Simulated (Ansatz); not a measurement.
Compare A (`C=C(Cl)O[SiH3]`) with its isomer B (`Cl[SiH]1CCO1`).

Program: Ansatz. Geometries: PBE0-D4/def2-TZVP. ΔE: electronic, gas phase. CCSD(T)/CBS adds triple-zeta CCSD(T) − MP2 to the extrapolated MP2 energy (def2 sets, frozen cores). DFT in def2-TZVPP. B3LYP here is the variant with VWN-RPA as its local correlation; programs differ in this. One conformer a species, not always the lowest.

Problem. Which is lower in electronic energy at CCSD(T)/CBS, and by how much? (An estimate is asked.)

Solution. Computed: B, by 194.1 kJ/mol.

Problem. Give E(B) − E(A) in kJ/mol with CCSD(T)/def2-TZVPP, B2PLYP, PBE0-D4, ωB97M-V, r2SCAN-D4, CCSD/def2-TZVPP, B3LYP-D4. (Estimate.)

Solution. Ansatz gave: CCSD(T)/def2-TZVPP -190.7, B2PLYP -184.3, PBE0-D4 -199.2, ωB97M-V -196.5, r2SCAN-D4 -189.9, CCSD/def2-TZVPP -194.1, B3LYP-D4 -174.7. None reverses the order clearly.

Largest T1 diagnostic: 0.012.

In def2-TZVPP, CCSD(T) changes the Hartree–Fock value by −7.1 kJ/mol (the triples alone add +3.4 kJ/mol) and MP2 by −16.9 kJ/mol. From PBE to PBE0 (25 % exact exchange), in def2-TZVPP and without D4, E(B) − E(A) moves by −14.5 kJ/mol.
